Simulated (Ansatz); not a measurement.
One change: `C[Si](C)(F)I` becomes `C[Si](C)(F)C#N`.

Ansatz, PBE0-D4/def2-TZVP geometries, multiplicity 1. 

Elements past krypton have def2 core potentials.

| property | `C[Si](C)(F)I` |
| --- | --- |
| HOMO–LUMO gap (PBE0/def2-TZVPP) / eV | 7.73 |
| HOMO–LUMO gap (ωB97M-V/def2-TZVPP) / eV | 11.72 |
| LUMO energy (B3LYP/def2-TZVPP) / eV | -0.09 |
| HOMO energy (PBE0/def2-TZVPP) / eV | -7.58 |
| LUMO energy (PBE/def2-TZVPP) / eV | -0.73 |
| HOMO energy (PBE/def2-TZVPP) / eV | -6.43 |

(1) What does the change do to each property? (Best estimate.)

Results:

(1) Computed: 
```csv
property,`C[Si](C)(F)C#N`,shift
HOMO–LUMO gap (PBE0/def2-TZVPP) / eV,8.79,1.06
HOMO–LUMO gap (ωB97M-V/def2-TZVPP) / eV,13.13,1.41
LUMO energy (B3LYP/def2-TZVPP) / eV,-0.81,-0.72
HOMO energy (PBE0/def2-TZVPP) / eV,-9.38,-1.80
LUMO energy (PBE/def2-TZVPP) / eV,-1.58,-0.85
HOMO energy (PBE/def2-TZVPP) / eV,-8.01,-1.58
```

With PBE0 the HOMO falls by 1.80 eV and the LUMO falls by 0.73 eV, so the gap widens by about 1.07 eV. PBE moves the HOMO by -1.58 eV and ωB97M-V by -1.92 eV.

B3LYP here is the variant with VWN-RPA as its local correlation; programs differ in this.

Spin–orbit coupling is left out; it splits and shifts lone-pair levels of the heavy atoms by tenths of an eV.
